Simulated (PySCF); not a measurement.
# Correlation energy of Si⁺ (silicon, charge +1)

[Ne] 3s2 3p1, 2P determinant. Calculation: PySCF 2.14, in jorge-DZP-DKH (7s4p1d, 24 functions); scalar relativity by spin-free X2C-1e. Frozen: [Ne]; 3 electrons correlated.

MP2 pair energies summed by pair of shells (mhartree):

```json
{"pair": "3s-3s", "energy": "-20.52", "share (%)": "58.0"}
{"pair": "3s-3p", "energy": "-14.83", "share (%)": "42.0"}
```

Total MP2 correlation energy: -35.35 mhartree.

Same-spin part -2.29 and opposite-spin part -33.06 mhartree; SCS-MP2 scales them by 1/3 and 6/5 to -40.43 mhartree.

```json
{"level": "CCSD", "correlation energy (mhartree)": "-53.48"}
{"level": "(T)", "correlation energy (mhartree)": "-0.67"}
{"level": "CCSD(T)", "correlation energy (mhartree)": "-54.15"}
```

Diagnostics: T1 = 0.012, D1 = 0.0274, largest double amplitude 0.108.

Cost of the coupled-cluster step: 0.12 s of wall time on 1 thread of Neoverse-V1 (shared host), for 3 correlated electrons.

Iterations:

```
CC2 = 0
CCSD nocc = (np.int64(2), np.int64(1)), nmo = (19, 19)
frozen orbitals [[0, 1, 2, 3, 4], [0, 1, 2, 3, 4]]
max_cycle = 100
direct = 0
conv_tol = 1e-08
conv_tol_normt = 1e-06
diis_space = 8
diis_start_cycle = 0
Init t2, MP2 energy = -0.0353484923937624
Init E_corr(UCCSD) = -0.0353484923997243
cycle = 1  E_corr(UCCSD) = -0.0466623325114812  dE = -0.0113138401  norm(t1,t2) = 0.056225
cycle = 2  E_corr(UCCSD) = -0.0506578049109934  dE = -0.0039954724  norm(t1,t2) = 0.023873
cycle = 3  E_corr(UCCSD) = -0.0534764992041517  dE = -0.00281869429  norm(t1,t2) = 0.011068
cycle = 4  E_corr(UCCSD) = -0.0534576989081817  dE = 1.8800296e-05  norm(t1,t2) = 0.00142649
cycle = 5  E_corr(UCCSD) = -0.0534814985807853  dE = -2.37996726e-05  norm(t1,t2) = 0.000168708
cycle = 6  E_corr(UCCSD) = -0.0534732762836822  dE = 8.2222971e-06  norm(t1,t2) = 3.04526e-05
cycle = 7  E_corr(UCCSD) = -0.0534769287716112  dE = -3.65248793e-06  norm(t1,t2) = 1.06268e-05
cycle = 8  E_corr(UCCSD) = -0.0534760323580994  dE = 8.96413512e-07  norm(t1,t2) = 3.10431e-06
cycle = 9  E_corr(UCCSD) = -0.0534760705543149  dE = -3.81962155e-08  norm(t1,t2) = 2.39672e-07
cycle = 10  E_corr(UCCSD) = -0.0534760704942445  dE = 6.00703584e-11  norm(t1,t2) = 4.07199e-08
UCCSD converged
E(UCCSD) = -289.2232494521851  E_corr = -0.05347607049424455
UCCSD(T) correction = -0.000674898415484303
```
